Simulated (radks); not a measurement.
Question: The mean radii <r> (bohr) of the occupied orbitals of an atom or ion are listed with their occupations. Method: scalar-relativistic Kohn-Sham, OLYP, spin-polarised, spherical densities, point nucleus; computed with a radial shooting solver on a logarithmic mesh with Libxc functionals.

orbital  occ.      <r>
1s up       1  0.02191
1s down     1  0.02191
2s up       1  0.09322
2s down     1  0.09322
2p up       3  0.08231
2p down     3  0.08231
3s up       1   0.2424
3s down     1   0.2423
3p up       3   0.2404
3p down     3   0.2403
3d up       5   0.2179
3d down     5   0.2178
4s up       1   0.5076
4s down     1   0.5077
4p up       3   0.5228
4p down     3   0.5230
4d up       1   0.5297
5d up       1   0.9765

Name the element and its charge. Open shells, if any, are filled with parallel spins first.

Answer: Z = 64, gadolinium, charge +26: Gd26+ in [Kr] 4d1 5d1. The 1s radius gives Z: for a bare nucleus <r> = (2 gamma + 1)/(2Z) with gamma = sqrt(1 - (Z/c)^2), 0.02163 bohr for Z = 64, and screening makes it slightly larger (0.02191 here). The occupations add up to 38, and the charge is Z minus that.
